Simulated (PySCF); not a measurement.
A structure optimised at PBE0-D3(BJ)/def2-SVP, used in a PySCF frequency run:

```
C
F 1 1.3199
F 1 1.3199 2 108.49
Br 1 1.9354 2 109.21 3 118.94
Br 1 1.9354 2 109.21 3 -118.94
```
Charge 0, spin multiplicity 1.

Write its SMILES, formula and point group.

FC(F)(Br)Br, CBr2F2, C2v

What are its rotational constants (standard atomic weights)?

3.2397, 1.1172, 0.96969 GHz
